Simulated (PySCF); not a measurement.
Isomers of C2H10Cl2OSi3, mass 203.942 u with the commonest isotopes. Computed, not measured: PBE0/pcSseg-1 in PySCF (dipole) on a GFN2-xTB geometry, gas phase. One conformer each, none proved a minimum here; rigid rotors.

Problem. Order these by rotational constant B, largest first.
A. `[CH3:1][O:2][Si@@H:3]([SiH2:4][Cl:5])[SiH2:6][CH2:7][Cl:8]` with C1–O2–Si3–Si4 178°, O2–Si3–Si4–Cl5 171°, O2–Si3–Si6–C7 -156°, Si3–Si6–C7–Cl8 -179°
B. `[SiH3:1][O:2][Si@H:3]([CH2:4][Cl:5])[SiH2:6][CH2:7][Cl:8]` with Si1–O2–Si3–C4 31°, O2–Si3–C4–Cl5 -62°, O2–Si3–Si6–C7 -155°, Si3–Si6–C7–Cl8 -53°
C. `[CH3:1][O:2][Si@H:3]([CH2:4][Cl:5])[SiH2:6][SiH2:7][Cl:8]` with C1–O2–Si3–C4 -179°, O2–Si3–C4–Cl5 -172°, O2–Si3–Si6–Si7 111°, Si3–Si6–Si7–Cl8 -161°

Solution. A (509.5 MHz), B (474.8 MHz), C (462.1 MHz).

Problem. Order these by rotational constant C, largest first.
A. `[CH3:1][O:2][Si@H:3]([CH2:4][Cl:5])[SiH2:6][SiH2:7][Cl:8]` with C1–O2–Si3–C4 -179°, O2–Si3–C4–Cl5 -172°, O2–Si3–Si6–Si7 111°, Si3–Si6–Si7–Cl8 -161°
B. `[SiH3:1][O:2][Si@H:3]([CH2:4][Cl:5])[SiH2:6][CH2:7][Cl:8]` with Si1–O2–Si3–C4 31°, O2–Si3–C4–Cl5 -62°, O2–Si3–Si6–C7 -155°, Si3–Si6–C7–Cl8 -53°
C. `[CH3:1][O:2][Si@@H:3]([SiH2:4][Cl:5])[SiH2:6][CH2:7][Cl:8]` with C1–O2–Si3–Si4 178°, O2–Si3–Si4–Cl5 171°, O2–Si3–Si6–C7 -156°, Si3–Si6–C7–Cl8 -179°

Solution. B (397.9 MHz), A (341.4 MHz), C (326.4 MHz).

Problem. Order these by out-of-plane moment Σ m c² = (Ia + Ib − Ic)/2, largest first.
A. `[CH3:1][O:2][Si@@H:3]([SiH2:4][Cl:5])[SiH2:6][CH2:7][Cl:8]` with C1–O2–Si3–Si4 178°, O2–Si3–Si4–Cl5 171°, O2–Si3–Si6–C7 -156°, Si3–Si6–C7–Cl8 -179°
B. `[CH3:1][O:2][Si@H:3]([CH2:4][Cl:5])[SiH2:6][SiH2:7][Cl:8]` with C1–O2–Si3–C4 -179°, O2–Si3–C4–Cl5 -172°, O2–Si3–Si6–Si7 111°, Si3–Si6–Si7–Cl8 -161°
C. `[SiH3:1][O:2][Si@H:3]([CH2:4][Cl:5])[SiH2:6][CH2:7][Cl:8]` with Si1–O2–Si3–C4 31°, O2–Si3–C4–Cl5 -62°, O2–Si3–Si6–C7 -155°, Si3–Si6–C7–Cl8 -53°

Solution. C (100.03 u·Å²), B (52.78 u·Å²), A (26.16 u·Å²).

```csv
SMILES,point group,Ia (u·Å²),Ib (u·Å²),Ic (u·Å²),κ,μa (D),μb (D),μc (D)
[SiH3]O[Si@H](CCl)[SiH2]CCl,C1,405.84,1064.36,1270.12,-0.82,0.08,1.72,0.55
CO[Si@H](CCl)[SiH2][SiH2]Cl,C1,492.06,1093.75,1480.24,-0.65,3.06,1.37,0.19
CO[Si@@H]([SiH2]Cl)[SiH2]CCl,C1,608.59,991.96,1548.23,-0.27,2.52,2.22,0.40
```
